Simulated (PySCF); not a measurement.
Relaxation of triplet WOF2

Method: PySCF, UPBE0, basis W def2-TZVP with ECP60, O def2-TZVP, F def2-TZVP (scalar-relativistic core potentials, no spin–orbit coupling, density fitting). A (50,194) grid was used.

A hand-made trigonal pyramidal start, of Cs symmetry, held to at least that symmetry:

```xyz
4
charge 0 multiplicity 3, angstrom
W    -0.2057    0.0410    0.0000
O     0.0000   -1.7170    0.0000
F     0.9960    0.5244   -1.5370
F     0.9960    0.5244    1.5370
```

Q: What does it relax to?

A: It ends at C2v with W–F 1.881 Å (×2), W–O 1.682 Å; F–W–F 117.3°, F–W–O 121.3° (×2). A frequency run shows a minimum. Other isomers or separated fragments may lie lower.

Q: How much energy is released, and in how many steps?

A: 218.6 kJ/mol in 8 steps.

Open d and f shells are described by one determinant, and the ground state may have another occupation or spin. At this level a broken-symmetry Ms = 0 minimum of C2v symmetry lies 5 kJ/mol below this structure. With an element this heavy the missing spin–orbit coupling can shift these numbers.

The relaxation took 30 s on 4 threads of a shared Arm Neoverse V1 host, with 133 basis functions and 10 gradients; the process peaked at 0.8 GiB. Launch command: `OMP_NUM_THREADS=4 python axn.py task.json out`.
